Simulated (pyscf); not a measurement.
Single points on ωB97X-D3(BJ)/def2-SVP structures (PySCF, gas phase).

SMILES: F[SiH]([SiH3])[GeH2][SiH3]
```xyz
14

F      1.5377    -0.2113    -0.0611
Si     0.3706     0.8917    -0.4311
Si     0.9040     1.8847    -2.4711
Ge    -1.6308    -0.3705    -0.5359
Si    -0.9519    -2.5194     0.1894
H      0.3402     1.8937     0.6728
H      2.2214     2.5828    -2.4295
H     -0.1696     2.8728    -2.7922
H      0.9302     0.8377    -3.5339
H     -2.7273     0.2207     0.3637
H     -2.1607    -0.4159    -1.9792
H     -2.1013    -3.4697     0.2365
H     -0.3603    -2.4029     1.5523
H      0.0747    -3.0418    -0.7558
```

**Question.** What is the homolytic dissociation enthalpy (298 K, ωB97M-D3(BJ)/def2-TZVP) of the Ge–Si bond of F–SiH(SiH₃)–GeH₂–SiH₃, to F–SiH•–SiH₃ + H₃Si–GeH₂•?

**Answer.** Ge–Si to F–SiH•–SiH₃ + H₃Si–GeH₂•: 2.98 eV. The 7 functionals that were run give +2.78 (M06-2X) to +3.25 eV (ωB97X-D3(BJ)/def2-TZVP). Other isomers of F–SiH•–SiH₃, H₃Si–GeH₂• were not searched in full and may lie lower. Elements up to Kr have no core potential and no relativistic terms here.
